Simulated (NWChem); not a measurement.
System meant: CH$_{3}$Li; SMILES [Li][CH3]

Input file for NWChem:

```
start job
memory heap 200 mb stack 900 mb global 1100 mb
geometry units angstroms noautoz
  Li     0.000000     0.000000    -1.578787
  C      0.000000     0.000000     0.383494
  H      0.715555     0.715555     0.812104
  H      0.261911    -0.977466     0.812104
  H     -0.977466     0.261911     0.812104
end
basis spherical
  Li library def2-svp
  C library def2-svp
  H library def2-svp
end
dft
  odft
  mult 2
  xc b3lyp
  iterations 150
  mulliken
end
task dft energy
```

End of the output:

```
 ==============================================================================
                                 internuclear angles
 ------------------------------------------------------------------------------
        center 1       |       center 2       |       center 3       |  degrees
 ------------------------------------------------------------------------------
    1 Li               |   2 C                |   3 H                |   112.96
    1 Li               |   2 C                |   4 H                |   112.96
    1 Li               |   2 C                |   5 H                |   112.96
    3 H                |   2 C                |   4 H                |   105.77
    3 H                |   2 C                |   5 H                |   105.77
    4 H                |   2 C                |   5 H                |   105.77
 ------------------------------------------------------------------------------
                            number of included internuclear angles:          6
 ==============================================================================

 Summary of "ao basis" -> "" (spherical)
 ------------------------------------------------------------------------------
       Tag                 Description            Shells   Functions and Types
 ---------------- ------------------------------  ------  ---------------------
 Li                         def2-svp                 5        9   3s2p
 C                          def2-svp                 6       14   3s2p1d
 H                          def2-svp                 3        5   2s1p

                                 NWChem DFT Module
                                 -----------------

 Summary of "ao basis" -> "ao basis" (spherical)
 ------------------------------------------------------------------------------
       Tag                 Description            Shells   Functions and Types
 ---------------- ------------------------------  ------  ---------------------
 Li                         def2-svp                 5        9   3s2p
 C                          def2-svp                 6       14   3s2p1d
 H                          def2-svp                 3        5   2s1p

      Symmetry analysis of basis
      --------------------------

        a1         15
        a2          1
        e          22

  Rotation of axis
  number of electrons :                   12
  multiplicity        :                    2
 ------------------------------------------------------------------------
  no. of electrons and multiplicity not compatible                  12
 ------------------------------------------------------------------------
 ------------------------------------------------------------------------
  current input line :
    22: task dft energy
 ------------------------------------------------------------------------
 ------------------------------------------------------------------------
 There is an error in the input file
 ------------------------------------------------------------------------
 For more information see the NWChem manual at https://nwchemgit.github.io

0: no. of electrons and multiplicity not compatible:Received an Error in Communication
```

Q: Find the fault in this run and fix the input.

A: The input was rejected before any calculation. Cause: the multiplicity doesn't fit the number of electrons (an even count wants an odd multiplicity, and the reverse). This input runs:
```
start job
memory heap 200 mb stack 900 mb global 1100 mb
geometry units angstroms noautoz
  Li     0.000000     0.000000    -1.578787
  C      0.000000     0.000000     0.383494
  H      0.715555     0.715555     0.812104
  H      0.261911    -0.977466     0.812104
  H     -0.977466     0.261911     0.812104
end
basis spherical
  * library def2-svp
end
dft
  xc b3lyp
  iterations 150
  mulliken
end
task dft energy
```
It converges to -47.36891 Ha (B3LYP/def2-SVP).
